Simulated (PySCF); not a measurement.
CH2Cl3Si, SMILES [CH2][Si](Cl)(Cl)Cl, multiplicity 2.

Geometry: PBE0-D3(BJ)/def2-SVP. The isomer is the one that the SMILES or the coordinates give; other isomers of the formula were not compared.

Method: r2SCAN/def2-TZVP in PySCF.

Isolated molecule, no solvent.

The total energy is -1709.44693 hartree, the point group comes out as Cs and the α spin, highest occupied and lowest empty level is -6.96 and -0.62 eV. The β spin, highest occupied and lowest empty level is -8.15 and -3.79 eV and the dipole moment is 1.90 D. The quadrupole, principal values (traceless, Buckingham form, about the centre of nuclear charge) is -3.78, -1.25, 5.04 D·Å, the mean static polarisability is 68.7 bohr³ (10.18 Å³) and the polarisability, principal values is 66.6, 68.6, 71.0 bohr³. The ⟨S²⟩ is 0.756 (pure state 0.75).
